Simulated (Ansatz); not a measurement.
Input and output for `BSC=O`.

```yaml
crystal:
  periodic: [false, false, false]
  atoms:
    - {symbol: B, position_ang: [0.350333, -0.513198, -1.148096]}
    - {symbol: S, position_ang: [0.445476, -0.997418, 0.473593]}
    - {symbol: C, position_ang: [-0.322191, 0.461529, 1.298037]}
    - {symbol: O, position_ang: [-0.451924, 0.535222, 2.462071]}
    - {symbol: H, position_ang: [0.795883, -1.184673, -2.036519]}
    - {symbol: H, position_ang: [-0.135632, 0.567576, -1.546260]}
    - {symbol: H, position_ang: [-0.677626, 1.177660, 0.518092]}
basis:
  gaussian: {orbitals: cc-pVDZ, final_grid: {core_spheres: 5, valence_spheres: 4, degree: 11}, nuclear_model: gaussian}
total_charge: 1
magnetization: {spin_polarized: true, initial_magnetization: 1}
hamiltonian: {xc: {name: B3LYP5}}
scf: {lower_state_search: light}
```

```sh
$ ansatz run in.yaml --threads 2 --pin off --events-out ev --progress --plain --max-ram 4352MiB
```

Output, abridged:

```
Functional definition: B3LYP5
711 factors; integrals over basis functions are off by at most 1.0e-3 eV
mean field evaluation 1: about -14621.0661 eV, gradient 4.7e1 eV
mean field evaluation 2: about -14541.8911 eV, gradient 1.2e2 eV
mean field evaluation 4: about -14628.5224 eV, gradient 1.9e1 eV
mean field evaluation 8: about -14630.8106 eV, gradient 7.5e-1 eV
mean field evaluation 16: about -14630.9742 eV, gradient 1.4e-2 eV
mean field -14630.97424761 eV, -537.6783863691 hartree, gradient 1.8e-5 eV, S^2 0.759647; 2 other end points of the search recorded, 0 dependent functions left out
reference -14630.97442669 eV, -537.6783929503 hartree; 19, 18 occupied and 56, 57 virtual orbitals, 711 factors
Total energy: -14630.97442669 eV, -537.6783929503 hartree
```

Run time 1.6 s (2 threads of an Arm Neoverse V1 on a shared host); peak host memory 0.14 GiB.
